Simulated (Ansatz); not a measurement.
`CN[SiH3]` + `[OH][In]([F])[F]` → `[F][In]([F])[O][SiH3]` + CH₃NH₂ at 500 K and 1 bar (ligand exchange at the Si–N bond).

Program: Ansatz. Geometries: PBE0-D4/def2-TZVP. ΔE: electronic, gas phase. CCSD(T)/CBS adds triple-zeta CCSD(T) − MP2 to the extrapolated MP2 energy (def2 sets, frozen cores). Elements past krypton have def2 core potentials. For In outer-core shells are correlated without core-valence functions, which leaves a few kJ/mol of doubt a bond. One conformer a species, not always the lowest.

```
                species  CCSD(T)/CBS energy (Eh)  H − E (kJ/mol)  S (J/(mol·K))
             `CN[SiH3]`               -386.04948           244.7          351.8
     `[OH][In]([F])[F]`               -465.24461            78.5          375.8
`[F][In]([F])[O][SiH3]`               -755.56161           134.3          466.6
                 CH₃NH₂                -95.75281           191.8          270.3
```

H − E and S are ideal-gas, rigid-rotor, harmonic terms from PBE0-D4/def2-TZVP, for one conformer and one mirror image of each species. 1 Eh = 2625.50 kJ/mol, R = 8.31446 J/(mol·K).

Q: By hand: ΔE, ΔH, ΔS and ΔG.

A: ΔE = (-755.56161) + (-95.75281) − (-386.04948) − (-465.24461) = -0.02033 Eh = -53.4 kJ/mol. Δ(H − E) = 134.3 + 191.8 − 244.7 − 78.5 = 2.9, so ΔH = -50.5 kJ/mol. ΔS = 466.6 + 270.3 − 351.8 − 375.8 = 9.3 J/(mol·K). ΔG = -50.5 − 500 × (9.3)/1000 = -55.1 kJ/mol.

Q: By hand: the equilibrium constant, and the temperature at which ΔG would vanish if ΔH and ΔS stayed fixed.

A: log₁₀ K = −ΔG/(RT ln 10) = 5.8. ΔH and −TΔS have one sign here, so there is no such temperature.

The number of gas molecules stays the same, so ΔS is small and ΔH decides. A doubt of 5 kJ/mol in ΔE shifts log₁₀ K by 0.5 here. Other conformers and mirror images would add mixing entropy, several J/(mol·K) or more a flexible species. Modes under 60 cm⁻¹, often nearly free rotors, make the harmonic entropy too high. These are equilibria of isolated gas molecules and say nothing of rates. Largest T1 diagnostic: 0.018 (customary marks: 0.02 for closed shells, 0.045 for open ones).

ΔS is within the doubt of such terms, so its sign, and with it that verdict, could turn.
